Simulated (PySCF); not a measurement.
Ge(All)(H)3 (C3H8Ge), SMILES C(=C)[CH2][GeH3].

Coordinates come from a B3LYP-D3(BJ)/def2-SVP optimisation. Other conformers were not sampled.

Two levels are set side by side: TDA-PBE/def2-SVPD (PySCF) and TDA-CAM-B3LYP/def2-SVPD (PySCF). Vertical, same geometry. The lowest singlet is HOMO→LUMO+1 97 % with PBE and HOMO→LUMO+1 54 %, HOMO→LUMO 27 %, HOMO→LUMO+2 13 % with the other functional; states are paired by order. Differences are taken from unrounded values.

```
quantity                               TDA-PBE
-------------------------------------  -------
lowest singlet excitation (eV)            5.84
lowest triplet excitation (TDA) (eV)      4.21
first bright state (f over 0.05) (eV)     6.24
its oscillator strength                   0.22
```

Q: These are the TDA-PBE values. What does TDA-CAM-B3LYP give? (The exact figures need the calculation; the answer reports its results.)

A: 
```
quantity                               TDA-CAM-B3LYP  TDA-PBE minus TDA-CAM-B3LYP
-------------------------------------  -------------  ---------------------------
lowest singlet excitation (eV)                  6.73                        -0.89
lowest triplet excitation (TDA) (eV)            4.17                         0.04
first bright state (f over 0.05) (eV)           7.04                        -0.80
its oscillator strength                         0.65                        -0.43
```

Functionals without exact exchange tend to place singlet excitations lower, as here. Differences between two approximate levels are no errors against the true value.

Rough cost on one machine, each run with all the roots and properties that it gave: TDA-CAM-B3LYP against TDA-PBE about 3 times.
